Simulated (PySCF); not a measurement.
**Nickel: highly charged ions in a basis for the neutral atom**

Ni¹⁷⁺ [Ne] 3s1, Ni¹⁸⁺ [Ne]. All numbers are calculated (PySCF 2.14, the spin-free X2C one-electron Hamiltonian (Gaussian nucleus), in x2c-SVPall). No spin-orbit coupling, so a gap to NIST mixes the basis error with missing relativistic terms.

Changed run: basis of the neutral atom used for a highly charged ion. This setting is unsound on purpose.

| species | method | sound run (hartree) | changed run (hartree) | converged |
| --- | --- | --- | --- | --- |
| Ni¹⁷⁺ | UHF | not run | -1371.19566 | yes |
| Ni¹⁷⁺ | PBE | not run | -1371.32408 | yes |
| Ni¹⁷⁺ | M06-L | not run | -1371.65245 | yes |
| Ni¹⁸⁺ | UHF | not run | -1349.57310 | yes |
| Ni¹⁸⁺ | PBE | not run | -1349.62402 | yes |
| Ni¹⁸⁺ | M06-L | not run | -1350.09283 | yes |

Ionisation energy of Ni¹⁷⁺:

| method | changed run (eV) | NIST (eV) |
| --- | --- | --- |
| UHF | 588.38 | 607.02 |
| PBE | 590.49 | 607.02 |
| M06-L | 586.67 | 607.02 |

The contracted functions were made for the neutral atom and can be too rigid for a highly charged ion.
